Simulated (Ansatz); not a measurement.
One change: `B[SiH](O)OC` becomes `CO[SiH](O)C=O`.

Ansatz, PBE0-D4/def2-TZVP geometries, multiplicity 1. Each molecule was computed in one conformer, which needn't be the lowest.

| property | `B[SiH](O)OC` |
| --- | --- |
| LUMO energy (PBE0/def2-TZVPP) / eV | -2.35 |
| LUMO energy (ωB97M-V/def2-TZVPP) / eV | -0.37 |
| LUMO energy (B3LYP/def2-TZVPP) / eV | -2.55 |
| size of the dipole moment (PBE/def2-TZVPP) / D | 0.96 |
| HOMO–LUMO gap (PBE/def2-TZVPP) / eV | 3.25 |
| HOMO–LUMO gap (PBE0/def2-TZVPP) / eV | 5.60 |

Question: What does the change do to each property? (Best estimate.)

Answer: Computed: 
```json
{"property": "LUMO energy (PBE0/def2-TZVPP) / eV", "`CO[SiH](O)C=O`": "-1.75", "shift": "0.60"}
{"property": "LUMO energy (ωB97M-V/def2-TZVPP) / eV", "`CO[SiH](O)C=O`": "0.56", "shift": "0.93"}
{"property": "LUMO energy (B3LYP/def2-TZVPP) / eV", "`CO[SiH](O)C=O`": "-2.01", "shift": "0.54"}
{"property": "size of the dipole moment (PBE/def2-TZVPP) / D", "`CO[SiH](O)C=O`": "1.94", "shift": "0.98"}
{"property": "HOMO–LUMO gap (PBE/def2-TZVPP) / eV", "`CO[SiH](O)C=O`": "2.81", "shift": "-0.44"}
{"property": "HOMO–LUMO gap (PBE0/def2-TZVPP) / eV", "`CO[SiH](O)C=O`": "5.48", "shift": "-0.12"}
```

With PBE0 the HOMO rises by 0.71 eV and the LUMO rises by 0.60 eV, so the gap narrows by about 0.11 eV. PBE moves the HOMO by 0.88 eV and ωB97M-V by 0.60 eV. Dipoles are sizes alone; their direction can turn.

B3LYP here is the variant with VWN-RPA as its local correlation; programs differ in this.
